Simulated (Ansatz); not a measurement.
Gas-phase electronic energies from Ansatz, PBE0-D4/def2-TZVP geometries. CCSD(T)/CBS is the MP2 limit (def2-TZVPP, def2-QZVPP) plus CCSD(T) − MP2 in def2-TZVPP, frozen cores. Functionals use def2-TZVPP. B3LYP here is the variant with VWN-RPA as its local correlation; programs differ in this. Each species was taken in one conformer, which may not be the lowest.

Consider the isomerisation: `C=NC(F)O[SiH3]` → `O=CNC(F)[SiH3]`.

`C=NC(F)O[SiH3]`:

Cartesian coordinates in Å:
```
C 0.231 0.873 -1.846
N 0.557 0.384 -0.733
C 0.246 -0.980 -0.437
F -0.643 -1.533 -1.329
O -0.298 -1.076 0.811
Si -0.335 0.176 1.910
H 0.464 1.918 -2.042
H -0.280 0.303 -2.625
H 1.163 -1.578 -0.509
H -0.999 -0.438 3.084
H -1.137 1.329 1.435
H 1.030 0.621 2.279
```

`O=CNC(F)[SiH3]`:

Cartesian coordinates in Å:
```
O -0.645 -2.494 0.935
C 0.397 -2.043 0.537
N 0.548 -0.811 -0.037
C -0.548 0.037 -0.329
F -0.943 -0.123 -1.664
Si -0.149 1.879 -0.047
H 1.358 -2.582 0.620
H 1.463 -0.566 -0.380
H -1.383 -0.302 0.290
H 0.046 2.102 1.407
H 1.113 2.188 -0.772
H -1.259 2.716 -0.561
```

Question: Is it downhill or uphill in electronic energy at CCSD(T)/CBS, and by how much? (Estimate.)

Answer: The calculation gave: Uphill: ΔE = +39.8 kJ/mol.

Question: What do these levels give: PBE-D4, r2SCAN-D4, PBE0-D4, B3LYP-D4, ωB97X-V, r2SCAN, HF/def2-TZVPP, CCSD(T)/def2-TZVPP, HF/def2-QZVPP, SCS-MP2/def2-QZVPP, HF/CBS(def2), CCSD/CBS(def2)? (An estimate is asked.)

Answer: The calculation gave: PBE-D4 7.3, r2SCAN-D4 22.4, PBE0-D4 17.7, B3LYP-D4 25.9, ωB97X-V 28.3, r2SCAN 22.2, HF/def2-TZVPP 50.9, CCSD(T)/def2-TZVPP 41.4, HF/def2-QZVPP 51.8, SCS-MP2/def2-QZVPP 41.7, HF/CBS(def2) 51.9, CCSD/CBS(def2) 42.3 kJ/mol.

Largest T1 diagnostic among the species: 0.015.

In def2-TZVPP, CCSD(T) changes the Hartree–Fock value by −9.5 kJ/mol (the triples alone add −2.5 kJ/mol) and MP2 by −13.0 kJ/mol. From PBE to PBE0 (25 % exact exchange), in def2-TZVPP and without D4, ΔE moves by +10.6 kJ/mol.
